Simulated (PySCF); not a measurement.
## C$_{5}$H$_{3}$F$_{3}$O: full NMR table

```
Formula                               : C5H3F3O
SMILES                                : O=c1cc1CC(F)(F)F
Point group of the computed structure : Cs
Degrees of unsaturation               : 3
Carbon signals                        : 5
Proton signals                        : 2
```

Structure with atom numbers: `[O:1]=[c:2]1[cH:3][c:4]1[CH2:5][C:6]([F:7])([F:8])[F:9]`; H(Xn) means a hydrogen on atom n.

Calculated, not measured (PySCF): geometry from GFN2-xTB, shieldings: GIAO PBE0/pcSseg-1. Rapidly exchanging positions averaged, one computed conformer, no relativistic terms, isolated molecule.

Scale: ¹H (σref 31.72), ¹³C (σref 186.93) vs TMS; ¹⁹F (σref 170.95) vs CFCl3; ¹⁷O (σref 336.08) vs H2O (reference shieldings calculated alike).

| carbon | δC, type | δH (multiplicity) | HMBC from (2–3 bonds) | span of the C tensor (ppm) |
| --- | --- | --- | --- | --- |
| C2 | 149.8, C | – | H(C3), H(C5) | 207 |
| C3 | 162.1, CH | 8.96 (s) | H(C5) | 270 |
| C4 | 175.3, C | – | H(C3), H(C5) | 293 |
| C5 | 38.2, CH2 | 3.51 (m) | H(C3) | 33 |
| C6 | 134.2, C | – | H(C5) | 3 |

Other nuclei:
| atoms | nucleus | environment | δ (ppm) | σ (ppm) |
| --- | --- | --- | --- | --- |
| F7/F8/F9 | ¹⁹F | fluorine of a CF3 group | -81.0 | 252.0 |
| O1 | ¹⁷O | carbonyl oxygen | 316.0 | 20.1 |

- Carbon types of the structure: 3 × C, 1 × CH, 1 × CH2, which accounts for all hydrogens.
- δC 175.3: unsaturated ring carbon.
- δC 162.1: unsaturated ring CH.
- δC 149.8: ring carbonyl carbon.
- δC 134.2: CF3 carbon; 3 electronegative neighbours deshield it.
- δH 8.96: hydrogen on a unsaturated ring CH.

Splittings by ¹⁹F in the carbon and heteronuclear signals aren't shown, as no couplings were computed. Shifts are as computed. Against solution values, carbons near 30 ppm lie about +3 ppm off and those near 130 ppm about +5 ppm (rms about the fit 2.1 ppm; single classes can miss by 10 ppm). Of 1328 compounds with measured shifts, 309 miss one by over three times the rms of a fit or turn the order of signals round; such compounds aren't used in these exercises. Signals without a measured value on file couldn't be tested in this way; 1H shifts scatter by 0.2 ppm about their fit, and single ones miss by 0.5 ppm. Unscaled 19F shifts against computed CFCl3 carry errors that often reach 10 to 50 ppm. Unscaled 17O shifts of doubly bonded oxygen tend to come out too high, by tens of ppm or more. Experimental scales use liquid or dissolved standards, which lie at an offset from isolated H2O (liquid H2O: subtract about 36 ppm). Multiplicities follow the n + 1 count of equivalent neighbours, as no J values were calculated; m marks all less simple cases, F and P coupling included.
